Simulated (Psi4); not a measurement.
C3H9FMgSi (SMILES C[Si](C)(C)[Mg][F]), singlet, at a GFN2-xTB geometry (such geometries of metal compounds can be far from the true shape), atoms displaced at random by about 0.08 Å a coordinate; B3LYP/STO-3G, gradient run with Psi4.

Psi4 was given this input:
```
memory 2 GB

molecule {
0 1
Mg    0.69066818    1.37334765    0.84802447
F     1.26705162    2.61348891    1.64535286
Si   -0.25064235   -0.59356083   -0.37038024
C    -2.30300550   -0.59267709   -0.13800609
C     0.44131680   -2.11300139    0.32169085
C     0.15364758   -0.53014110   -2.19015268
H    -2.58366828   -1.54461451   -0.60324587
H    -2.49493571   -0.64716492    0.87537222
H    -2.68939640    0.31937382   -0.59437310
H     0.14974080   -2.24622487    1.37308735
H     1.48817152   -2.26250498    0.29431430
H    -0.07770026   -3.14556398   -0.15562082
H     1.16488708   -0.53711094   -2.46497770
H    -0.14893995    0.26598398   -2.59746443
H    -0.25351928   -1.30119608   -2.80756476
symmetry c1
no_reorient
no_com
}

set {
  basis sto-3g
}

gradient('b3lyp')
print_variables()
```

Output, abridged:

```
gradient() will perform analytic gradient computation.

   => Loading Basis Set <=

    Name: STO-3G
    Role: ORBITAL
    Keyword: BASIS

         ---------------------------------------------------------
                                   SCF
               by Justin Turney, Rob Parrish, Andy Simmonett
                          and Daniel G. A. Smith
                              RKS Reference
         ---------------------------------------------------------

  ==> Geometry <==

    Molecular point group: c1
    Full point group: C1

    Geometry (in Angstrom), charge = 0, multiplicity = 1:

       Center              X                  Y                   Z               Mass
    ------------   -----------------  -----------------  -----------------  -----------------
         MG           0.690668180000     1.373347650000     0.848024470000    23.985041697000
         F            1.267051620000     2.613488910000     1.645352860000    18.998403162730
         SI          -0.250642350000    -0.593560830000    -0.370380240000    27.976926534650
         C           -2.303005500000    -0.592677090000    -0.138006090000    12.000000000000
         C            0.441316800000    -2.113001390000     0.321690850000    12.000000000000
         C            0.153647580000    -0.530141100000    -2.190152680000    12.000000000000
         H           -2.583668280000    -1.544614510000    -0.603245870000     1.007825032230
         H           -2.494935710000    -0.647164920000     0.875372220000     1.007825032230
         H           -2.689396400000     0.319373820000    -0.594373100000     1.007825032230
         H            0.149740800000    -2.246224870000     1.373087350000     1.007825032230
         H            1.488171520000    -2.262504980000     0.294314300000     1.007825032230
         H           -0.077700260000    -3.145563980000    -0.155620820000     1.007825032230
         H            1.164887080000    -0.537110940000    -2.464977700000     1.007825032230
         H           -0.148939950000     0.265983980000    -2.597464430000     1.007825032230
         H           -0.253519280000    -1.301196080000    -2.807564760000     1.007825032230

  Running in c1 symmetry.

  Rotational constants: A =      0.10271  B =      0.03560  C =      0.03479 [cm^-1]
  Rotational constants: A =   3079.02400  B =   1067.19877  C =   1042.92767 [MHz]
  Nuclear repulsion =  322.768888969820125

  Charge       = 0
  Multiplicity = 1
  Electrons    = 62
  Nalpha       = 31
  Nbeta        = 31

  ==> Algorithm <==

  SCF Algorithm Type is DF.
  DIIS enabled.
  MOM disabled.
  Fractional occupation disabled.
  Guess Type is SAD.
  Energy threshold   = 1.00e-08
  Density threshold  = 1.00e-08
  Integral threshold = 1.00e-12

  ==> Primary Basis <==

  Basis Set: STO-3G
    Blend: STO-3G
    Number of shells: 31
    Number of basis functions: 47
    Number of Cartesian functions: 47
    Spherical Harmonics?: true
    Max angular momentum: 1

  ==> DFT Potential <==

   => LibXC <=

    Version 7.1.2
    S. Lehtola, C. Steigemann, M. J. T. Oliveira, and M. A. L. Marques,  SoftwareX 7, 1–5 (2018) (10.1016/j.softx.2017.11.002)

   => Composite Functional: B3LYP <=

    B3LYP Hyb-GGA Exchange-Correlation Functional

    P. J. Stephens, F. J. Devlin, C. F. Chabalowski, and M. J. Frisch,  J. Phys. Chem. 98, 11623 (1994) (10.1021/j100096a001)

    Deriv               =              1
    GGA                 =           TRUE
    Meta                =          FALSE

    Exchange Hybrid     =           TRUE
    MP2 Hybrid          =          FALSE

   => Exchange Functionals <=

    0.0800   Slater exchange
    0.7200         Becke 88

   => Exact (HF) Exchange <=

    0.2000               HF

   => Correlation Functionals <=

    0.1900   Vosko, Wilk & Nusair (VWN5_RPA)
    0.8100   Lee, Yang & Parr

   => LibXC Density Thresholds  <==

    XC_HYB_GGA_XC_B3LYP:  1.00E-15

   => Molecular Quadrature <=

    Radial Scheme          =       TREUTLER
    Pruning Scheme         =           NONE
    Nuclear Scheme         =       TREUTLER

    Blocking Scheme        =         OCTREE
    BS radius alpha        =              1
    Pruning alpha          =              1
    Radial Points          =             75
    Spherical Points       =            302
    Total Points           =         315865
    Total Blocks           =           2408
    Max Points             =            256
    Max Functions          =             43
    Weights Tolerance      =       1.00E-15

   => Loading Basis Set <=

    Name: (STO-3G AUX)
    Role: JKFIT
    Keyword: DF_BASIS_SCF

  ==> Integral Setup <==

  SCF_SUBTYPE=INCORE selected. In-core MEM_DF algorithm will be used.
  Using in-core AOs.

  ==> MemDFJK: Density-Fitted J/K Matrices <==

    J tasked:                   Yes
    K tasked:                   Yes
    wK tasked:                   No
    Algorithm:                 Core
    Schwarz Cutoff:           1E-12
    Mask sparsity (%):       4.6175
    Fitting Condition:        1E-10

   => Auxiliary Basis Set <=

  Basis Set: (STO-3G AUX)
    Blend: DEF2-UNIVERSAL-JKFIT
    Number of shells: 226
    Number of basis functions: 704
    Number of Cartesian functions: 832
    Spherical Harmonics?: true
    Max angular momentum: 4

  Minimum eigenvalue in the overlap matrix is 1.8179517996E-01.
  Reciprocal condition number of the overlap matrix is 7.4522299659E-02.
    Using symmetric orthogonalization.

  ==> Pre-Iterations <==

  SCF Guess: Superposition of Atomic Densities via on-the-fly atomic UHF (no occupation information).

   -------------------------
    Irrep   Nso     Nmo
   -------------------------
     A         47      47
   -------------------------
    Total      47      47
   -------------------------

  ==> Iterations <==

                           Total Energy        Delta E     RMS |[F,P]|

   @DF-RKS iter SAD:  -697.04132221212342   -6.97041e+02   0.00000e+00
[...]
  @DF-RKS Final Energy:  -700.43801071103837
    Total Energy =                       -700.4380107110383733
[...]
 Magnitude           :                                                    0.6961934

 ------------------------------------------------------------------------------------

         ------------------------------------------------------------
                                   SCF GRAD
                          Rob Parrish, Justin Turney,
                       Andy Simmonett, and Alex Sokolov
         ------------------------------------------------------------

  ==> Geometry <==

    Molecular point group: c1
    Full point group: C1

    Geometry (in Angstrom), charge = 0, multiplicity = 1:

       Center              X                  Y                   Z               Mass
    ------------   -----------------  -----------------  -----------------  -----------------
         MG           0.690668180000     1.373347650000     0.848024470000    23.985041697000
         F            1.267051620000     2.613488910000     1.645352860000    18.998403162730
         SI          -0.250642350000    -0.593560830000    -0.370380240000    27.976926534650
         C           -2.303005500000    -0.592677090000    -0.138006090000    12.000000000000
         C            0.441316800000    -2.113001390000     0.321690850000    12.000000000000
         C            0.153647580000    -0.530141100000    -2.190152680000    12.000000000000
         H           -2.583668280000    -1.544614510000    -0.603245870000     1.007825032230
         H           -2.494935710000    -0.647164920000     0.875372220000     1.007825032230
         H           -2.689396400000     0.319373820000    -0.594373100000     1.007825032230
         H            0.149740800000    -2.246224870000     1.373087350000     1.007825032230
         H            1.488171520000    -2.262504980000     0.294314300000     1.007825032230
         H           -0.077700260000    -3.145563980000    -0.155620820000     1.007825032230
         H            1.164887080000    -0.537110940000    -2.464977700000     1.007825032230
         H           -0.148939950000     0.265983980000    -2.597464430000     1.007825032230
         H           -0.253519280000    -1.301196080000    -2.807564760000     1.007825032230

  Nuclear repulsion =  322.768888969820125

  ==> Basis Set <==

  Basis Set: STO-3G
    Blend: STO-3G
    Number of shells: 31
    Number of basis functions: 47
    Number of Cartesian functions: 47
    Spherical Harmonics?: true
    Max angular momentum: 1

  ==> DFJKGrad: Density-Fitted SCF Gradients <==

    Gradient:                    1
    J tasked:                  Yes
    K tasked:                  Yes
    wK tasked:                  No
    Integrals threads:           1
    Schwarz Cutoff:          1E-12
    Fitting Condition:       1E-10

   => Auxiliary Basis Set <=

  Basis Set: (STO-3G AUX)
    Blend: DEF2-UNIVERSAL-JKFIT
    Number of shells: 226
    Number of basis functions: 704
    Number of Cartesian functions: 832
    Spherical Harmonics?: true
    Max angular momentum: 4

  ==> DFT Potential <==

   => LibXC <=

    Version 7.1.2
    S. Lehtola, C. Steigemann, M. J. T. Oliveira, and M. A. L. Marques,  SoftwareX 7, 1–5 (2018) (10.1016/j.softx.2017.11.002)

   => Composite Functional: B3LYP <=

    B3LYP Hyb-GGA Exchange-Correlation Functional

    P. J. Stephens, F. J. Devlin, C. F. Chabalowski, and M. J. Frisch,  J. Phys. Chem. 98, 11623 (1994) (10.1021/j100096a001)

    Deriv               =              1
    GGA                 =           TRUE
    Meta                =          FALSE

    Exchange Hybrid     =           TRUE
    MP2 Hybrid          =          FALSE

   => Exchange Functionals <=

    0.0800   Slater exchange
    0.7200         Becke 88

   => Exact (HF) Exchange <=

    0.2000               HF

   => Correlation Functionals <=

    0.1900   Vosko, Wilk & Nusair (VWN5_RPA)
    0.8100   Lee, Yang & Parr

   => LibXC Density Thresholds  <==

    XC_HYB_GGA_XC_B3LYP:  1.00E-15

   => Molecular Quadrature <=

    Radial Scheme          =       TREUTLER
    Pruning Scheme         =           NONE
    Nuclear Scheme         =       TREUTLER

    Blocking Scheme        =         OCTREE
    BS radius alpha        =              1
    Pruning alpha          =              1
    Radial Points          =             75
    Spherical Points       =            302
    Total Points           =         315865
    Total Blocks           =           2408
    Max Points             =            256
    Max Functions          =             43
    Weights Tolerance      =       1.00E-15

  -Total Gradient:
     Atom            X                  Y                   Z
    ------   -----------------  -----------------  -----------------
       1        0.042478364361     0.089657371784     0.058246613520
       2       -0.030084456491    -0.064716811000    -0.041600582363
       3        0.031163092021    -0.079478371526    -0.023823749737
       4       -0.089713814056     0.017058511479     0.059345339126
       5        0.070195172208     0.110870345328     0.003755201268
       6       -0.027410109519     0.129554421659    -0.059453822188
       7        0.017105699316    -0.008691605548     0.005113675742
       8        0.016281426661    -0.001425633836    -0.056681886791
       9        0.010006126260     0.004773923440     0.003500558392
      10       -0.002195822903    -0.006454817434    -0.004179296899
      11       -0.034856955178     0.000444692534     0.007785492568
      12       -0.036955152506    -0.063371468916    -0.021975373283
      13       -0.048850101314     0.005399049130    -0.005809243094
      14        0.067664328459    -0.157658833716     0.070536677849
      15        0.015171484364     0.023880019742     0.005116619412

  Variable Map:
  ----------------------------------------------------------------------------
[...]
  Array Variable Map:
  ----------------------------------------------------------------------------
[...]
[...]
```
